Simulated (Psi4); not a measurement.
H6AlFSi2, singlet, at the geometry of the source list. Base run: CCSD(T)/cc-pVDZ (Psi4 1.11).

The Psi4 input:
```
memory 2 GB

molecule {
0 1
Al   -0.59970000   -0.41370000    0.02180000
F    -1.97500000   -1.35290000    0.08270000
Si   -0.89560000    1.60310000   -1.29700000
H     0.22740000    1.89110000   -2.21830000
H    -1.02560000    2.84330000   -0.49830000
H    -2.09850000    1.58760000   -2.16150000
Si    1.24510000   -1.36590000    1.28020000
H     2.00080000   -0.36980000    2.07440000
H     2.28470000   -2.02390000    0.45660000
H     0.83650000   -2.39880000    2.25930000
}

set {
  basis cc-pvdz
  freeze_core true
}

energy('ccsd(t)')
print_variables()
```

Variants of this job, named by their change:

| change | ΔE vs base (mEh) | MP2 correlation (Eh) | basis functions | core-seconds (rough) |
|---|---|---|---|---|
| base | 0.000 | -0.45373 | 98 | 40 |
| method = dlpno-mp2 | 72.120 | -0.45333 | 98 | 2 |
| method = ccsd | … | -0.45373 | 98 | 30 |
| method = fno-ccsd(t) | 0.000 | -0.45373 | 98 | 30 |
| method = mp2 | 72.084 | -0.45337 | 98 | 2 |
| method = mp4 | 2.153 | -0.45373 | 98 | 30 |
| method = qcisd(t) | -0.486 | -0.45373 | 98 | 30 |
| method = mp3 | … | -0.45337 | 98 | 3 |

Some entries are withheld; supply them.


- method = ccsd, ΔE vs base (mEh): 11.078
- method = mp3, ΔE vs base (mEh): 26.201
